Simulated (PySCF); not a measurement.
Electron correlation in La⁺ (lanthanum, charge +1)

Starting occupation: [Xe] 5d1 6s1, 5d5/2 with m_j = +5/2, 6s1/2 with m_j = +1/2. Computed with PySCF 2.14 in x2c-TZVPall-2c with one added diffuse shell each of s, p, d type (12s12p11d2f, 117 functions), with X2C-1e with screened-nucleus spin-orbit coupling, Gaussian nucleus. Frozen: [Ar] 3d10; 28 electrons correlated; the 18 highest virtual spinors left out.

MP2 pair energies summed by pair of shells (mhartree):

```csv
pair,energy,share (%)
4d-4d,-223.95,31.5
4d-5p,-132.26,18.6
5p-5p,-95.74,13.4
4d-4p,-66.51,9.3
4d-5s,-26.54,3.7
5p-5s,-25.22,3.5
5d-5p,-24.93,3.5
4p-4p,-23.10,3.2
5p-6s,-18.92,2.7
4d-4s,-18.80,2.6
4p-5p,-10.91,1.5
4p-4s,-9.42,1.3
4p-5s,-8.09,1.1
5s-5s,-5.18,0.7
4d-5d,-4.66,0.7
4d-6s,-4.39,0.6
5d-6s,-3.62,0.5
4s-5p,-2.39,0.3
5d-5s,-2.07,0.3
4s-4s,-1.88,0.3
5s-6s,-1.15,0.2
4s-5s,-0.75,0.1
4p-5d,-0.72,0.1
4p-6s,-0.49,0.1
4s-5d,-0.14,0.0
4s-6s,-0.05,0.0
```

Total MP2 correlation energy: -711.89 mhartree.

The GHF reference relaxed away from the jj start to a determinant that is no pure jj level (⟨S²⟩ = 2.04, ⟨J²⟩ = 12.30); the energies belong to that determinant.

This basis was not built for core-valence correlation, so the inner-shell part is incomplete.
